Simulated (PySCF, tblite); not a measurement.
One entry of a table of gas-phase calculations, keyed by method. Lists by class give the value and the number of equivalent atoms.

```json
{
 "formula": "C8H8FP",
 "smiles": "Cc1ccccc1/P=C/F",
 "charge": 0,
 "multiplicity": 1,
 "geometry_level": "GFN2-xTB",
 "atoms_angstrom": [
  ["C", -0.95, -2.099, 0.202],
  ["C", -0.735, -0.621, 0.307],
  ["C", -1.38, 0.128, 1.28],
  ["C", -1.174, 1.492, 1.386],
  ["C", -0.314, 2.131, 0.509],
  ["C", 0.34, 1.399, -0.465],
  ["C", 0.149, 0.025, -0.563],
  ["P", 0.983, -0.935, -1.88],
  ["C", 2.538, -0.376, -1.614],
  ["F", 3.561, -0.801, -2.376],
  ["H", -1.743, -2.426, 0.87],
  ["H", -1.215, -2.372, -0.82],
  ["H", -0.035, -2.633, 0.463],
  ["H", -2.056, -0.366, 1.964],
  ["H", -1.688, 2.059, 2.149],
  ["H", -0.157, 3.197, 0.58],
  ["H", 0.996, 1.899, -1.164],
  ["H", 2.873, 0.304, -0.84]
 ],
 "electronic_structure_code": "PySCF",
 "results": {
  "GFN2-xTB geometry": {
   "point_group": "C1",
   "rotational_constants_GHz": [2.165, 0.738, 0.582]
  },
  "PBE0/pcSseg-1 ground state and GIAO shieldings, non-relativistic": {
   "dipole_D": 2.39,
   "homo_eV": -6.88,
   "lumo_eV": -1.68,
   "shift_vs_computed_TMS_C_by_class_ppm": [
    [225.6, 1],
    [147.8, 1],
    [142.8, 1],
    [138.1, 1],
    [136.0, 1],
    [134.5, 1],
    [132.1, 1],
    [25.4, 1]
   ],
   "shift_vs_computed_TMS_H_by_class_ppm": [
    [9.37, 1],
    [7.69, 1],
    [7.63, 1],
    [7.52, 1],
    [7.49, 1],
    [2.67, 3]
   ],
   "shielding_other_nuclei_by_class_ppm": [
    ["F", 219.4, 1],
    ["P", 118.1, 1]
   ],
   "charges_hirshfeld_e_by_atom": [-0.12, 0.01, -0.05, -0.05, -0.05, -0.05, -0.06, 0.09, -0.01, -0.08, 0.05, 0.04, 0.04, 0.05, 0.05, 0.05, 0.04, 0.05]
  },
  "GFN2-xTB harmonic vibrations, gas phase": {
   "strongest_ir_bands_cm-1_km_per_mol_modes": [
    [952.1, 66.8, 1],
    [1150.7, 98.8, 1],
    [1295.3, 151.0, 1],
    [3070.5, 20.2, 1],
    [3081.9, 43.2, 1],
    [3093.1, 59.5, 1]
   ],
   "zpe_kcal_per_mol": 83.6
  }
 }
}
```

The zero-point energy, half the sum of the 48 harmonic wavenumbers, equals 29230 cm⁻¹ or 350 kJ/mol. The rotational constants make it an asymmetric top with κ = (2B − A − C)/(A − C) = -0.80, nearer the prolate limit (−1). In atomic units the dipole is 0.94 e·bohr (1 au = 2.5417 D).

One conformer (not necessarily the lowest) at the GFN2-xTB geometry, without solvent or vibrations. NMR classes are plain means over equivalent atoms (diastereotopic ones count apart unless rotation or inversion swaps them), as if these changed places fast; in this geometry the members of some classes differ.

Conformer computed: `[CH3:1][c:2]1[cH:3][cH:4][cH:5][cH:6][c:7]1/[P:8]=[CH:9]/[F:10]`: C6–C7–P8–C9 51°.
